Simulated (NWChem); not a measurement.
Molecule: BeGeH₄Se; SMILES [GeH3][Be][SeH]

```xyz
7

Be    -0.0063     0.0983    -0.0003
Se    -0.0298     2.1392     0.0000
H      1.4450     2.1464     0.0001
Ge    -0.0110    -2.1001     0.0000
H      0.6574    -2.6990    -1.2568
H      0.7312    -2.6980     1.2152
H     -1.4443    -2.6752     0.0432
```
Atoms are numbered in this order, from 1.

Program: NWChem. Pople sets run with spherical d functions. All runs use the structure optimised with PBE0/def2-SVP. Level MN15/6-31G*: energy and gradient on several grids; changes count from the extra-fine grid, which is no exact limit either.

| grid | size of the energy change (μHa) | largest change of a gradient component (μHa/bohr) |
|---|---|---|
| xcoarse | 5000 | 5000 |
| coarse | 20 | 800 |
| medium | 30 | 200 |
| fine | < 10 | 30 |
| xfine | < 10 | < 30 |
